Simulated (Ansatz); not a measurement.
Reaction (redistribution): `[F][Sn]([F])([F])[O][SiH3]` + `C[O][GeH]([F])[Cl]` → `[F][Sn]([F])([F])[F]` + `C[O][GeH]([Cl])[O][SiH3]`

Computed with Ansatz on PBE0-D4/def2-TZVP structures; ΔE is electronic, products minus reactants. CCSD(T)/CBS is the MP2 limit (def2-TZVPP, def2-QZVPP) plus CCSD(T) − MP2 in def2-TZVPP, frozen cores. Functionals use def2-TZVPP. Elements past krypton have def2 core potentials. For Ge, Sn outer-core shells are correlated without core-valence functions, which leaves a few kJ/mol of doubt a bond. Scalar relativity is left out up to krypton. Each species was taken in one conformer, which may not be the lowest.

| level | ΔE (kcal/mol) | difference from CCSD(T)/CBS |
| --- | --- | --- |
| PBE-D4 | -0.3 | -0.9 |
| r2SCAN-D4 | 0.3 | -0.3 |
| ωB97X-V | 0.3 | -0.3 |
| PBE | 0.7 | 0.1 |
| MP2/def2-TZVPP | 0.9 | 0.3 |
| SCS-MP2/def2-TZVPP | 1.2 | 0.6 |
| CCSD(T)/def2-TZVPP | 0.9 | 0.3 |
| HF/def2-QZVPP | 2.3 | 1.7 |
| MP2/def2-QZVPP | 0.7 | 0.1 |
| HF/CBS(def2) | 2.3 | 1.7 |
| CCSD(T)/CBS | 0.6 | 0 |

Largest T1 diagnostic among the species: 0.015.

The D4 term adds −1.5 kcal/mol with B3LYP and −0.9 kcal/mol with PBE0; it sums over pairs of atoms, weighted by their polarisabilities, and B3LYP, whose exchange is more repulsive, gets the larger term. In def2-TZVPP, CCSD(T) changes the Hartree–Fock value by −1.6 kcal/mol (the triples alone add −0.4 kcal/mol) and MP2 by −1.6 kcal/mol.

B3LYP here is the variant with VWN-RPA as its local correlation; programs differ in this.
